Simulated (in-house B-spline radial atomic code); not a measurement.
## Co²⁺: [Ar] 3d7

Method: non-relativistic CAM-B3LYP, spin-polarised, spherical fractional occupations, point nucleus. Calculated with a radial B-spline atomic code at the basis-set limit.

Effective charges: Z_r = [3n² - l(l+1)]/(2<r>) from the radius, Z_e = n√(-2ε) from the energy, and Slater's rules. Values are occupation-weighted means over spin.

```
shell  electrons   ε (eV)  <r> (bohr)    Z_r    Z_e  Slater
   1s          2  -7575.3      0.0569  26.36  23.60   26.70
   2s          2  -917.12      0.2585  23.21  16.42   22.85
   2p          6  -798.58      0.2261  22.11  15.32   22.85
   3s          2  -125.75      0.7837  17.23   9.12   15.75
   3p          6  -89.805      0.8209  15.23   7.71   15.75
   3d          7  -30.661       1.016  10.34   4.50    6.90
```

The least bound orbital is 3d down at -24.63 eV, and it is also the most diffuse (<r> = 1.071 bohr).

Caution: exact exchange at fractional occupations of open shells leaves self-interaction of up to several eV.
